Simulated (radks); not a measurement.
Neutral europium inside a hard spherical wall (all orbitals vanish at R), configuration held at [Xe] 4f7 6s2 and not refilled when levels cross. All-electron calculation, scalar-relativistic Kohn-Sham, LDA (Slater exchange, Perdew-Wang correlation), spin-unpolarised, spherical densities, finite nucleus; Fermi nuclear charge, rms radius 5.1115 fm. Program: a radial shooting solver on a logarithmic mesh with Libxc functionals. Eigenvalues in eV, with the zero of energy where the potential of the charges vanishes at infinity; a dash marks a level that is unbound or too diffuse for the functional's potential to be trusted. A positive occupied level is held by the wall or, in an anion where self-interaction has pushed it up, behind a barrier. The pressure on the wall is -dE/dV.

R (bohr)  E (hartree)  kinetic (hartree)    e(5s)    e(5p)   e(6s)   e(4f)  e(5d, empty)  e(6p, empty)  pressure (GPa)
free      -10835.9185          11604.371  -44.788  -23.878  -3.765  -2.921        -1.714        -1.244               0
20        -10835.9185          11604.371  -44.788  -23.878  -3.765  -2.921        -1.714        -1.244        < 0.0001
15        -10835.9185          11604.372  -44.785  -23.875  -3.763  -2.918        -1.711        -1.229        0.000201
8         -10835.8998          11604.496  -44.084  -23.187  -3.112  -2.228        -1.050         0.089           0.636
7         -10835.8712          11604.639  -43.478  -22.598  -2.404  -1.624        -0.448         1.292            2.09
6         -10835.7981          11604.955  -42.436  -21.600  -0.891  -0.568         0.668         3.704            7.41
5         -10835.5982          11605.734  -40.596  -19.862   2.627   1.372         2.862         8.953            30.7
4         -10834.9528          11608.190  -36.797  -16.240  12.204   5.659         7.942        22.095             171
3.5       -10834.0856          11611.480  -33.041  -12.470  23.366  10.138        13.360        36.338             477
2.5       -10827.1338          11635.960  -12.749   10.242  92.553  33.941        44.897        116.68            5930
2         -10812.5757          11682.108   20.576   49.413  204.53  66.061        96.070        238.93           29000
